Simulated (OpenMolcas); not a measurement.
# 2s² 2p³ along the 7-electron sequence

* Program: OpenMolcas
* Method: SS-RASPT2, IPEA 0.25 Eh, imaginary shift 0.1 Eh
* Basis: ANO-R3
* Scalar Hamiltonian: X2C, finite nucleus
* Spin-orbit coupling: state interaction with AMFI integrals over the reference wave functions, term energies averaged over their components

Active space for each ion: 3 electrons in 9 orbitals (RAS2 2p; RAS3 3s 3d, at most 1 electron); closed shells correlated by CASPT2: 1s 2s.

Computed levels in cm-1 above ⁴S°_3/2:

```
                                Level     O+    F2+   Ne3+
                              ²D°_3/2  27540  35010  42360
                              ²D°_5/2  27540  35020  42390
                              ²P°_1/2  45320  56850  68190
                              ²P°_3/2  45320  56860  68210
weight of ⁴S° in the lowest level (%)    100    100    100
```

Measured, with the error of the calculation in %. Measured levels: O+ from NIST Handbook of Basic Atomic Spectroscopic Data.

```tsv
Level	O+
²D°_3/2	26831 (+2.6)
²D°_5/2	26811 (+2.7)
²P°_1/2	40470 (+12.0)
²P°_3/2	40468 (+12.0)
```

²D°_3/2 changes by a factor of 1.54 over the same range, with steps per unit of Z of +7470, +7350 cm-1.

Term energies are means over components that CASPT2 splits; among the terms shown or strongly mixed into the levels shown the widest spread is 120 cm-1 (2s² 2p³ ²D°, Ne3+). With the s shell closed, the reference lacks s² → p² mixing. No level of 2s² 2p² 3d was computed, though it lies in the active space (holds for O+). Computed and measured levels are paired by configuration, term and J; levels that our copy of the source lacks, or whose pairing is in doubt (as where it misses far off the trend of its configuration), stay unpaired and out of the deviations. Levels of configurations outside the active space are missing.

° marks odd parity.
